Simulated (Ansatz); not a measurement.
`F[Si](F)(Cl)S[SiH2]Cl`, relaxed with RKS PBE0-D4/def2-TZVP in the Gaussian-basis code of Ansatz from a GFN2-xTB geometry. The force threshold is 0.005 eV/Å; the program also tests the step.

Total charge 0; spin multiplicity 1.

Start:

```xyz
9

F     0.912   -1.765    2.342
Si    0.574   -1.231    0.883
F    -0.935   -1.733    0.704
Cl    1.714   -2.130   -0.465
S     0.620    0.877    0.954
Si   -0.606    1.442   -0.754
Cl    0.223    0.815   -2.460
H    -1.915    0.838   -0.572
H    -0.586    2.887   -0.633
```

(1) By how much does the energy fall, and how many steps does the optimiser take? (An estimate is asked.)

(2) Which bonds change most? (An estimate is asked.)

(3) Give the relaxed structure. (An estimate is asked.)

Answers

(1) Computed: 13.05 kJ/mol, in 15 steps.

(2) The calculation gave: Si6–Cl7 from 1.998 to 2.044 Å; S5–Si6 from 2.178 to 2.141 Å; Si2–Cl4 from 1.981 to 2.015 Å; Si6–H9 from 1.450 to 1.477 Å.

(3) The calculation gave: 
```xyz
9

F     0.767   -1.776    2.324
Si    0.557   -1.217    0.866
F    -0.877   -1.662    0.379
Cl    1.921   -2.082   -0.337
S     0.706    0.874    0.956
Si   -0.603    1.411   -0.651
Cl    0.019    0.634   -2.436
H    -1.975    0.932   -0.400
H    -0.515    2.885   -0.700
```
